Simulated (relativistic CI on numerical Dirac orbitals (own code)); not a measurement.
# Spin-allowed bands of a d2 ion in an octahedral site, by hand

Problem. Take Δ = 8150 cm⁻¹ and B = 420 cm⁻¹ for a d2 ion in an octahedral site. Calculate the three spin-allowed bands.

Working.
1. The terms of highest spin are 3F (energy 0) and 3P (15B = 6300 cm⁻¹). Here the F term splits into A2 at +1.2Δ = 9780, T2 at +0.2Δ = 1630 and T1 at −0.6Δ = -4890 cm⁻¹.
2. The two T1 states mix through the element 0.4Δ: H = [[-4890, 3260], [3260, 6300]], with roots ½(H₁₁ + H₂₂) ∓ ½√[(H₂₂ − H₁₁)² + 4H₁₂²] = ½(1410) ∓ ½(12951) = -5770 and 7180 cm⁻¹.
3. The ground term is 3T1 at -5770 cm⁻¹.
4. Bands: 3T2 7400 cm⁻¹ (1351 nm), 3T1(P) 12951 cm⁻¹ (772 nm), 3A2 15550 cm⁻¹ (643 nm).

Check. Exact diagonalisation of the whole d2 shell with these parameters gives 3T2 7400, 3T1 12951, 3A2 15550 cm⁻¹. The match is exact, since without spin-orbit coupling no other term has this spin. The ratio of the second band to the first, 1.750, depends on Δ/B = 19.4 alone, which is how a Tanabe-Sugano diagram is read.
